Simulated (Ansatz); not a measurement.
BeH2. Charge 0, multiplicity 3. Geometry PBE-D4/def2-TZVP, that of the neutral singlet; atoms count from 1.

```
atom    x (Å)    y (Å)    z (Å)
 Be1   0.0000   0.0000   0.0000
  H2   1.2926  -0.1396  -0.3338
  H3  -1.2926   0.1396   0.3338
```

At PBE0-D4/def2-TZVP a singlet of charge 0 lies 5.72 eV below the triplet at the same geometry.

**Question.** Estimate the Mulliken populations from the PBE0/def2-TZVP orbitals of Ansatz.

**Answer.** 
| atom | charge (e) | spin (α − β) |
| --- | --- | --- |
| Be1 | -0.25 | 1.32 |
| H2 | 0.13 | 0.34 |
| H3 | 0.13 | 0.34 |
Mulliken values depend strongly on the basis.

**Question.** Where does the spin sit?

**Answer.** Summed by element: Be 1.32, H 0.68, of 2 unpaired in all. Largest on single atoms: Be1 1.32, H2 0.34, H3 0.34.
